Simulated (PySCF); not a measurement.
wB97M-V on Ne³⁺ (neon, charge +3)

Configuration: [He] 2s2 2p3, high-spin 4S determinant. All numbers are calculated (PySCF 2.14, no relativity, point nucleus, in def2-TZVPPD (6s4p3d1f, 40 functions)).

- Total energy: -124.3158 hartree
- One-electron energy: -157.1178 hartree
- Hartree (Coulomb) energy: 43.5108 hartree
- Exchange-correlation energy: -10.7088 hartree
- Kinetic energy: 124.29848 hartree
- ⟨S²⟩: 3.7516
- ⟨L²⟩: 0.000
- Sum of ⟨r⟩: 4.148 bohr
- Sum of ⟨r²⟩: 3.653 bohr²
- Density at the nucleus (Gaussians lack the cusp): 614 bohr⁻³
- Spin density at the nucleus: -0.139 bohr⁻³
- Langevin diamagnetic susceptibility: -2.89 ×10⁻⁶ cm³/mol

```json
{"shell": "1s α", "electrons": "1", "mean orbital energy (hartree)": "-34.29746", "rms radius, mean of both spins (bohr)": "0.183"}
{"shell": "1s β", "electrons": "1", "mean orbital energy (hartree)": "-34.14869", "rms radius, mean of both spins (bohr)": "0.183"}
{"shell": "2s α", "electrons": "1", "mean orbital energy (hartree)": "-4.17375", "rms radius, mean of both spins (bohr)": "0.872"}
{"shell": "2s β", "electrons": "1", "mean orbital energy (hartree)": "-3.81163", "rms radius, mean of both spins (bohr)": "0.872"}
{"shell": "2p α", "electrons": "3", "mean orbital energy (hartree)": "-3.29904", "rms radius, mean of both spins (bohr)": "0.830"}
```
